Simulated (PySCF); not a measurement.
PySCF job for H₅NPbSi, SMILES [Pb]([SiH3])[NH2] (connectivity only; charge and spin as stated), neutral, multiplicity 1, TDA-B3LYP/def2-SVPD. Coordinates come from a PBE0-D3(BJ)/def2-SVP optimisation. The def2 effective core potentials stand for the cores of Pb; spin–orbit coupling is left out. The values are those of a single conformer.

```python
import numpy as np
from pyscf import gto, scf, dft, tdscf

mol = gto.M(
    atom='''
    Pb    0.23844249   -0.42805899   -0.00000000
    N    -1.87969838   -0.63912741   -0.00000000
    H    -2.35779191   -1.53549552   -0.00000000
    H    -2.54425448    0.12910546    0.00000000
    Si   -0.07602853    2.31077720    0.00000000
    H     0.54966092    2.96311237    1.20075374
    H    -1.52727136    2.70401354   -0.00000000
    H     0.54966091    2.96311238   -1.20075375
    ''',
    basis='def2-SVPD',
    ecp={'Pb': 'def2-svp'},
    charge=0,
    spin=0,
    symmetry=True,
    max_memory=1600,
    verbose=4,
)
mf = dft.RKS(mol, xc='b3lyp').density_fit(auxbasis='def2-universal-jkfit')
mf.grids.level = 3
mf.conv_tol = 1e-9
mf.max_cycle = 100
mf.kernel()
mf.grids = dft.Grids(mol).set(level=1).build(with_non0tab=True)  # coarser grid for the response kernel
td = tdscf.TDA(mf)
td.singlet = True
td.nstates = 10
td.conv_tol = 1e-4
td.kernel(x0=td.get_init_guess(mf, 15))
td.analyze()
tt = tdscf.TDA(mf)
tt.singlet = False
tt.nstates = 4
tt.conv_tol = 1e-4
tt.kernel(x0=tt.get_init_guess(mf, 9))
tt.analyze(verbose=3)
```

It prints:

```
PySCF version 2.14.0

[INPUT] verbose = 4
[INPUT] num. atoms = 8
[INPUT] num. electrons = 48
[INPUT] charge = 0
[INPUT] spin (= nelec alpha-beta = 2S) = 0
[INPUT] symmetry True subgroup None
[INPUT] Mole.unit = angstrom
[INPUT] Symbol           X                Y                Z      unit          X                Y                Z       unit  Magmom
[INPUT]  1 Pb     0.238442490000  -0.428058990000   0.000000000000 AA    0.450591002559  -0.808914256258   0.000000000000 Bohr   0.0
[INPUT]  2 N     -1.879698380000  -0.639127410000   0.000000000000 AA   -3.552115134989  -1.207775763603   0.000000000000 Bohr   0.0
[INPUT]  3 H     -2.357791910000  -1.535495520000   0.000000000000 AA   -4.455580968615  -2.901665998297   0.000000000000 Bohr   0.0
[INPUT]  4 H     -2.544254480000   0.129105460000   0.000000000000 AA   -4.807944158398   0.243973960586   0.000000000000 Bohr   0.0
[INPUT]  5 Si    -0.076028530000   2.310777200000   0.000000000000 AA   -0.143673099353   4.366736042889   0.000000000000 Bohr   0.0
[INPUT]  6 H      0.549660920000   2.963112370000   1.200753740000 AA    1.038708600176   5.599470855611   2.269095711647 Bohr   0.0
[INPUT]  7 H     -1.527271360000   2.704013540000   0.000000000000 AA   -2.886124588292   5.109845027716   0.000000000000 Bohr   0.0
[INPUT]  8 H      0.549660910000   2.963112380000  -1.200753750000 AA    1.038708581279   5.599470874508  -2.269095730544 Bohr   0.0

nuclear repulsion = 160.770417255382
point group symmetry = Cs
symmetry origin: [ 3.14954359e-09 -3.49949337e-10 -1.74974648e-10]
symmetry axis x: [1.00000000e+00 2.35404848e-09 1.56657720e-10]
symmetry axis y: [ 2.35404848e-09 -1.00000000e+00  3.55877337e-10]
symmetry axis z: [-1.56657721e-10  3.55877332e-10  1.00000000e+00]
num. orbitals of irrep A' = 79
num. orbitals of irrep A" = 37
number of shells = 50
number of NR pGTOs = 189
number of NR cGTOs = 116
basis = def2-SVPD
ecp = {'Pb': 'def2-svp'}


[settings echo left out]
init E= -515.646104071833
HOMO (A') = -0.595580215288464  LUMO (A") = -0.585404385346085  gap/eV = 0.27690
cycle= 1 E= -537.319428707737  delta_E= -21.7  |g|= 2.49  |ddm|= 15.6
HOMO (A') = -0.0202595412475124  LUMO (A') = 0.0137047959635028  gap/eV = 0.92422
cycle= 2 E= -468.049005985647  delta_E= 69.3  |g|= 7.98  |ddm|= 48.4
HOMO (A') = -0.217852343497604  LUMO (A") = -0.10800664607947  gap/eV = 2.98905
cycle= 3 E= -539.969887189779  delta_E= -71.9  |g|= 0.58  |ddm|= 47.4
HOMO (A") = -0.181410832771737  LUMO (A") = -0.0797115011943363  gap/eV = 2.76738
cycle= 4 E= -539.187007456434  delta_E= 0.783  |g|= 1.62  |ddm|= 2.28
HOMO (A') = -0.209623748156652  LUMO (A") = -0.0937522848773269  gap/eV = 3.15302
cycle= 5 E= -540.076227794185  delta_E= -0.889  |g|= 0.142  |ddm|= 1.71
HOMO (A') = -0.224541976393944  LUMO (A") = -0.0913264511100413  gap/eV = 3.62498
cycle= 6 E= -540.08438218535  delta_E= -0.00815  |g|= 0.0519  |ddm|= 0.411
HOMO (A') = -0.219816523734814  LUMO (A") = -0.0902587118074694  gap/eV = 3.52545
cycle= 7 E= -540.08541401082  delta_E= -0.00103  |g|= 0.0116  |ddm|= 0.114
HOMO (A') = -0.221407458203437  LUMO (A") = -0.0912150863686056  gap/eV = 3.54271
cycle= 8 E= -540.085456564441  delta_E= -4.26e-05  |g|= 0.00373  |ddm|= 0.0234
HOMO (A') = -0.221024087452726  LUMO (A") = -0.0911785756604995  gap/eV = 3.53328
cycle= 9 E= -540.085461744917  delta_E= -5.18e-06  |g|= 0.000886  |ddm|= 0.00681
HOMO (A') = -0.221052241704221  LUMO (A") = -0.0911794853103616  gap/eV = 3.53402
cycle= 10 E= -540.085462059608  delta_E= -3.15e-07  |g|= 0.000133  |ddm|= 0.00182
HOMO (A') = -0.221061612853916  LUMO (A") = -0.0911914011136563  gap/eV = 3.53395
cycle= 11 E= -540.085462066406  delta_E= -6.8e-09  |g|= 1.14e-05  |ddm|= 0.000356
HOMO (A') = -0.221061956086615  LUMO (A") = -0.0911909369801576  gap/eV = 3.53397
cycle= 12 E= -540.085462066461  delta_E= -5.56e-11  |g|= 3.27e-06  |ddm|= 3.39e-05
HOMO (A') = -0.221061504328652  LUMO (A") = -0.0911909685455452  gap/eV = 3.53396
Extra cycle  E= -540.085462066465  delta_E= -3.87e-12  |g|= 2.23e-06  |ddm|= 1.12e-05
converged SCF energy = -540.085462066465
tot grids = 32552


******** <class 'pyscf.tdscf.rks.TDA'> for <class 'pyscf.df.df_jk.DFSymAdaptedRKS'> ********
nstates = 10 singlet
deg_eia_thresh = 1.000e-03
wfnsym = None
conv_tol = 0.0001
eigh lindep = 1e-12
eigh level_shift = 0
eigh max_cycle = 100


Excitation energies (eV)
[2.67365792 4.46805899 4.73015839 5.15383027 5.34689069 5.39998602
 5.71203967 5.80983952 5.96846995 6.01314724]

** Singlet excitation energies and oscillator strengths **
Excited State   1:   A"      2.67366 eV    463.72 nm  f=0.0029
      24 -> 25       -0.70508
Excited State   2:   A'      4.46806 eV    277.49 nm  f=0.0678
      22 -> 26       -0.12323
      23 -> 25        0.64640
      24 -> 26        0.16305
      24 -> 27       -0.10752
Excited State   3:   A'      4.73016 eV    262.11 nm  f=0.0601
      23 -> 25        0.17961
      24 -> 26       -0.60029
      24 -> 27        0.30123
Excited State   4:   A"      5.15383 eV    240.57 nm  f=0.0283
      22 -> 25        0.68286
Excited State   5:   A'      5.34689 eV    231.88 nm  f=0.2602
      21 -> 25        0.13588
      24 -> 26        0.20104
      24 -> 27        0.48316
      24 -> 28       -0.44745
Excited State   6:   A"      5.39999 eV    229.60 nm  f=0.0134
      22 -> 25       -0.10271
      23 -> 26       -0.69664
Excited State   7:   A'      5.71204 eV    217.06 nm  f=0.2764
      21 -> 25        0.36871
      24 -> 26        0.17104
      24 -> 27        0.25916
      24 -> 28        0.49315
      24 -> 31       -0.12052
Excited State   8:   A"      5.80984 eV    213.40 nm  f=0.0005
      20 -> 25       -0.70147
Excited State   9:   A'      5.96847 eV    207.73 nm  f=0.3984
      21 -> 25        0.57339
      24 -> 26       -0.12817
      24 -> 27       -0.25505
      24 -> 28       -0.19150
      24 -> 31        0.18980
Excited State  10:   A"      6.01315 eV    206.19 nm  f=0.0044
      23 -> 27       -0.69570

** Transition electric dipole moments (AU) **
state          X           Y           Z        Dip. S.      Osc.
  1         0.0000      0.0000      0.2115      0.0448      0.0029
  2        -0.7647     -0.1866      0.0000      0.6195      0.0678
  3        -0.3727     -0.6164     -0.0000      0.5189      0.0601
  4         0.0000      0.0000      0.4734      0.2241      0.0283
  5        -0.2932      1.3787      0.0000      1.9866      0.2602
  6         0.0000     -0.0000      0.3178      0.1010      0.0134
  7        -0.2110      1.3893     -0.0000      1.9748      0.2764
  8        -0.0000     -0.0000      0.0580      0.0034      0.0005
  9         0.2614     -1.6298      0.0000      2.7245      0.3984
 10        -0.0000     -0.0000      0.1736      0.0302      0.0044

WARN: ECP detected. Skipping calculation of transition velocity and magnetic dipole moments, which have not yet been implemented.



******** <class 'pyscf.tdscf.rks.TDA'> for <class 'pyscf.df.df_jk.DFSymAdaptedRKS'> ********
nstates = 4 triplet
deg_eia_thresh = 1.000e-03
wfnsym = None
conv_tol = 0.0001
eigh lindep = 1e-12
eigh level_shift = 0
eigh max_cycle = 100


Excitation energies (eV)
[2.12034912 2.85485826 3.98075536 4.52572734]

** Triplet excitation energies and oscillator strengths **
Excited State   1:   A"      2.12035 eV    584.73 nm  f=0.0000
Excited State   2:   A'      2.85486 eV    434.29 nm  f=0.0000
Excited State   3:   A'      3.98076 eV    311.46 nm  f=0.0000
Excited State   4:   A"      4.52573 eV    273.95 nm  f=0.0000
```

The run converged.
